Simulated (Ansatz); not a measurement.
The cluster H₉Au₅⁺. Total charge 1; doublet. Geometry PBE-D4/def2-SVP; atoms count from 1.

```xyz
14

Au    0.501    0.277    0.200
Au    2.316    2.361    0.031
Au   -2.287   -4.240    0.857
Au   -1.402   -1.657    0.584
Au    0.734    4.103   -1.436
H     2.637    3.889   -0.506
H    -3.005   -5.737    0.142
H     2.145    0.742    0.665
H    -1.074   -0.236   -0.329
H    -0.651    4.393   -2.173
H     3.792    2.396    0.661
H    -2.221   -5.973    0.347
H     0.622    2.483   -0.761
H    -2.108   -2.801    1.719
```

In the def2 sets Au takes a core potential; there is no spin–orbit coupling. In the doublet, H7 and H12 lie 0.84 Å apart (atoms count from 1), so H2 has formed as a molecule. Another isomer (doublet) lies 0.13 eV lower at PBE0-D4/def2-TZVP; other spin states weren't run for this one.

Q: Estimate the Mulliken populations from the PBE0/def2-TZVP orbitals of Ansatz.

A: 
| atom | charge (e) | spin (α − β) | d electrons |
| --- | --- | --- | --- |
| Au1 | -0.05 | 0.03 | 9.70 |
| Au2 | 0.37 | 0.02 | 9.37 |
| Au3 | 0.33 | 0.00 | 9.67 |
| Au4 | 0.15 | 0.02 | 9.71 |
| Au5 | 0.37 | 0.32 | 9.50 |
| H6 | -0.03 | -0.02 | – |
| H7 | 0.10 | 0.00 | – |
| H8 | -0.08 | -0.01 | – |
| H9 | -0.09 | 0.01 | – |
| H10 | 0.02 | 0.31 | – |
| H11 | 0.05 | 0.23 | – |
| H12 | 0.11 | 0.00 | – |
| H13 | -0.16 | 0.09 | – |
| H14 | -0.08 | 0.00 | – |
Mulliken values depend strongly on the basis.

Q: Where does the spin sit?

A: Summed by element: Au 0.38, H 0.62, of 1 unpaired in all. Largest on single atoms: Au5 0.32, H10 0.31, H11 0.23.
